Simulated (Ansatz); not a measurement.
**Question.** Name a neutral molecule of B, C, F, N, O and H with HOMO–LUMO gap (B3LYP/def2-TZVPP) between 7.95 and 8.25 eV and HOMO–LUMO gap (PBE0/def2-TZVPP) between 8.45 and 8.75 eV (Ansatz, PBE0-D4/def2-TZVP geometry).

**Answer.** `COB(N)F` (8.00 eV, 8.61 eV). Other molecules can fit too; these were computed, each in one conformer that needn't be the lowest.

B3LYP here is the variant with VWN-RPA as its local correlation; programs differ in this.
